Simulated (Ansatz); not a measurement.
ClF$_{3}$H$_{2}$MoO$_{2}$ (`[OH][Mo]([OH])([F])([F])([F])[Cl]`), relaxed with RKS PBE-D4/def2-SVP in Ansatz from a rough embedded geometry. The force threshold is 0.03 eV/Å; the program also tests the step.

The species carries charge 0 and has multiplicity 1. Mo: def2 effective core potential.

Start:

```xyz
9

O    -1.620   -0.821   -0.489
Mo    0.225   -0.116    0.064
O    -0.330    1.698   -0.547
F     0.777   -1.846    0.701
F     1.973    0.598    0.646
F     0.970   -0.476   -1.731
Cl   -0.659    0.361    2.251
H    -1.771   -1.518    0.171
H     0.436    2.119   -1.067
```

```csv
step,energy (eV),largest force (eV/Å),largest move (Å)
1,-26631.4017,3.202,0.000
2,-26632.4027,1.036,0.169
3,-26632.5208,0.945,0.108
4,-26632.5702,0.360,0.077
5,-26632.5992,0.558,0.127
6,-26632.6150,0.185,0.053
7,-26632.6206,0.088,0.067
8,-26632.6235,0.028,0.044
9,-26632.6247,0.365,0.110
10,-26632.6266,0.082,0.022
11,-26632.6269,0.019,0.027
```

End:

```xyz
9

O    -1.452   -0.702   -0.299
Mo    0.228   -0.025    0.189
O    -0.136    1.661   -0.499
F     0.627   -1.824    0.539
F     1.953    0.311    0.809
F     0.997   -0.337   -1.501
Cl   -0.516    0.523    2.302
H    -1.718   -1.631   -0.145
H     0.016    2.022   -1.395
```

It took 85 s on 8 threads of an Intel Xeon on a shared host, with 0.22 GiB of host memory at the peak.
